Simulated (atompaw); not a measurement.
## Which change was made? (H, PAW (atompaw))

H (Z = 1), PAW, made with atompaw 4.2.0.5 (PBE, scalar-relativistic). Core none, reference 1s1. Waves: 1s (bound): rc 1.20 bohr; 1s channel at 0.65 Ry: rc 1.20 bohr; 2p channel at 0.35 Ry: rc 1.00 bohr; 2p channel at 1.7 Ry: rc 1.00 bohr. Local part: troulliermartins scheme with l = 2 at 0 Ry, radius 1.10 bohr. Core correction: none. Augmentation charge: besselshape compensation charge, radius 0.90 bohr; PAW radius 1.20 bohr; waves and projectors: custom rrkj vanderbiltortho.

Cutoffs, loose and tight: the cutoffs (Ry, on a coarse ladder) from which the occupation-weighted sum of valence levels, in a spherical-Bessel basis at the reference potential, stays within 10 and 1 mRy of its value at 400 Ry. They see the waves, projectors and local potential, not the compensation charge or the core.

The base gives: outcome: generated; cutoff, loose: 15 Ry; cutoff, tight: 25 Ry; bound ghosts: none.

(1) After one change the result is: outcome: generated; cutoff, loose: 18 Ry; cutoff, tight: 35 Ry; bound ghosts: none. Which change was it?
A. all radii scaled by about 0.75 (s 0.90, p 0.76 bohr); local potential troulliermartins scheme with l = 2 at 0 Ry, radius 0.84 bohr; augmentation besselshape compensation charge, radius 0.68 bohr; PAW radius 0.90 bohr; waves and projectors: custom rrkj vanderbiltortho
B. all radii scaled by about 1.10 (s 1.32, p 1.10 bohr); local potential troulliermartins scheme with l = 2 at 0 Ry, radius 1.22 bohr; augmentation besselshape compensation charge, radius 1.00 bohr; PAW radius 1.32 bohr; waves and projectors: custom rrkj vanderbiltortho
C. all radii scaled by about 0.85 (s 1.02, p 0.86 bohr); local potential troulliermartins scheme with l = 2 at 0 Ry, radius 0.94 bohr; augmentation besselshape compensation charge, radius 0.76 bohr; PAW radius 1.02 bohr; waves and projectors: custom rrkj vanderbiltortho

Results:

(1) C. The others give: all radii scaled by about 0.75 (s 0.90, p 0.76 bohr); local potential troulliermartins scheme with l = 2 at 0 Ry, radius 0.84 bohr; augmentation besselshape compensation charge, radius 0.68 bohr; PAW radius 0.90 bohr; waves and projectors: custom rrkj vanderbiltortho → outcome: generated; cutoff, loose: 21 Ry; cutoff, tight: 40 Ry; bound ghosts: none | all radii scaled by about 1.10 (s 1.32, p 1.10 bohr); local potential troulliermartins scheme with l = 2 at 0 Ry, radius 1.22 bohr; augmentation besselshape compensation charge, radius 1.00 bohr; PAW radius 1.32 bohr; waves and projectors: custom rrkj vanderbiltortho → outcome: generated; cutoff, loose: 12 Ry; cutoff, tight: 21 Ry; bound ghosts: none.
